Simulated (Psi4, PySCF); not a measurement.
Here is a job for PySCF.
```python
from pyscf import gto, scf, cc

mol = gto.M(
    atom='''
B    -0.01065557    0.71135712   -0.06266828
Cl    1.48570467   -0.08446017   -0.01439496
Cl   -1.48257068   -0.12476251    0.03282680
''',
    basis='6-31g*',
    spin=1,
    verbose=4,
)

mf = scf.UHF(mol)
mf.kernel()

mycc = cc.CCSD(mf, frozen=11)
mycc.kernel()
et = mycc.ccsd_t()
print('E(CCSD(T)) = %.10f' % (mycc.e_tot + et))
```

Q: Give the equivalent Psi4 input.

A: Several could match; the one computed here: 
```
memory 2 GB

molecule {
0 2
B    -0.01065557    0.71135712   -0.06266828
Cl    1.48570467   -0.08446017   -0.01439496
Cl   -1.48257068   -0.12476251    0.03282680
}

set {
  basis 6-31g*
  reference uhf
  freeze_core true
  mp2_type conv
  scf_type pk
  puream true
  d_convergence 1e-8
}

energy('ccsd(t)')
print_variables()
```

Both were run: PySCF gave -944.013805 Eh and Psi4 -944.013805 Eh, 0.000 mEh apart.
